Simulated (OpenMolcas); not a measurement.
## 4d8 along the 44-electron sequence

```yaml
Program: OpenMolcas 26.06
Method: CASSCF
Basis: ANO-R3
Scalar_Hamiltonian: X2C, finite nucleus
Spin-orbit_coupling: RASSI with atomic mean-field integrals over the reference wave functions, term energies averaged over their components
```

Active space for each ion: 8 electrons in 5 orbitals (4d).

Computed levels in cm-1 above 3F4:

```
                               Level    Rh+   Pd2+   Ag3+
                                 3F3   2382   3150   4045
                                 3F2   3746   4844   6054
                                 3P1  15091  17443  19761
                                 3P0  15385  17770  20093
                                 1G4  18690  21517  24234
                                 1S0  43953  50299  56241
weight of 3F in the lowest level (%)    100     99     99
```

Measured, with the error of the calculation in %. Measured levels: Rh+ from NIST Handbook of Basic Atomic Spectroscopic Data; Pd2+ from Moore, Atomic Energy Levels, vol. III, NSRDS-NBS 35 (1971 reprint of NBS Circular 467, 1958); Ag3+ from the list in Gamrath, thesis, University of Mons (2023).

```json
{"Level": "3F3", "Rh+": "2401 (-0.8)", "Pd2+": "3230 (-2.5)", "Ag3+": "4172 (-3.1)"}
{"Level": "3F2", "Rh+": "3581 (+4.6)", "Pd2+": "4687 (+3.3)", "Ag3+": "5830 (+3.8)"}
{"Level": "3P1", "Rh+": "10515 (+43.5)", "Pd2+": "13470 (+29.5)", "Ag3+": "15900 (+24.3)"}
{"Level": "3P0", "Rh+": "10761 (+43.0)", "Pd2+": "13699 (+29.7)", "Ag3+": "16092 (+24.9)"}
{"Level": "1G4", "Rh+": "14855 (+25.8)", "Pd2+": "17880 (+20.3)", "Ag3+": "20570 (+17.8)"}
{"Level": "1S0", "Rh+": "", "Pd2+": "", "Ag3+": "47139 (+19.3)"}
```

The fine-structure level 3F2 changes by a factor of 1.62 from Rh+ to Ag3+. Its fourth root runs 7.82, 8.34, 8.82, with steps per unit of Z of 0.52, 0.48; equal steps would mean a (Z - σ)^4 law with constant σ.

3P1 changes by a factor of 1.31 over the same range, with steps per unit of Z of +2350, +2320 cm-1.

Without dynamic correlation excited terms often stand tens of per cent too high (terms of higher spin than the ground term too low), and those without a measured partner can miss by more than the paired ones. Configurations with an s electron lie low at this charge and mix in, so terms can be misplaced (holds for Rh+). Levels of configurations with an s electron are missing; early in the row they begin among the upper levels of the d shell and mix with terms of their name (holds for Pd2+). Measured partners are found by configuration, term and J. A level has none where our copy of the source lacks it or the pairing is in doubt (some pairs that miss far off the trend of their configuration count as doubtful), and it then counts in no deviation. Levels of configurations outside the active space are missing.
